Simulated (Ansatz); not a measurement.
Molecule: InBr$_{2}$ (charge -1, singlet). SMILES of the parent species: [Br][In][Br]
Geometry from a B3LYP-D3(BJ)/def2-TZVP (Ansatz, a first-principles code) optimisation:
```xyz
3

In     0.9462    -0.2198    -0.3275
Br    -0.7550     1.8137    -1.1524
Br    -0.5696    -1.5060     1.6109
```
Charge -1, spin multiplicity 1.

Give the harmonic wavenumbers at B3LYP-D3(BJ)/def2-TZVP (Ansatz, finite differences of forces, unscaled).

49, 144, 157 cm⁻¹. Zero-point energy 0.5 kcal/mol.

From these and the geometry, give the ideal-gas thermochemistry at 298.15 K and 1 atm (rigid rotor, harmonic oscillator).

Point group C2v, rotational symmetry number 2. Rotational constants 2.491, 0.6768, 0.5322 GHz. S(trans) 42.73, S(rot) 28.88, S(vib) 10.21, S(elec, spin only) 0.00, S 81.8 cal/(mol K). H(298) - H(0) 3.70 kcal/mol; G - E(el) -20.2 kcal/mol.
